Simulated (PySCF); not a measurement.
Ge(Me)(SH)3 (CH6GeS3), SMILES [CH3][Ge]([SH])([SH])[SH]. Coordinates come from a PBE-D3(BJ)/def2-SVP optimisation. Other conformers were not sampled.

Question: Give the equilibrium geometry at PBE-D3(BJ)/def2-SVP (PySCF confirms it by a frequency run) as bond lengths and angles. (Estimate from the structure and the level; the computed values follow.)

Answer: One answer among several that fit: 
Atoms: C1 Ge2 S3 S4 S5 H6 H7 H8 H9 H10 H11. Bonds (Å): C1–Ge2 1.956, C1–H6 1.106, C1–H7 1.107, C1–H8 1.107, Ge2–S3 2.255, Ge2–S4 2.247, Ge2–S5 2.254, S3–H9 1.362, S4–H10 1.362, S5–H11 1.363. Bond angles (°): Ge2–C1–H6 109.1, Ge2–C1–H7 109.6, Ge2–C1–H8 109.5, H6–C1–H7 109.7, H6–C1–H8 109.5, H7–C1–H8 109.5, C1–Ge2–S3 106.1, C1–Ge2–S4 107.4, C1–Ge2–S5 114.8, S3–Ge2–S4 115.2, S3–Ge2–S5 108.6, S4–Ge2–S5 104.9, Ge2–S3–H9 93.5, Ge2–S4–H10 93.0, Ge2–S5–H11 92.6.
Charge 0, spin multiplicity 1.
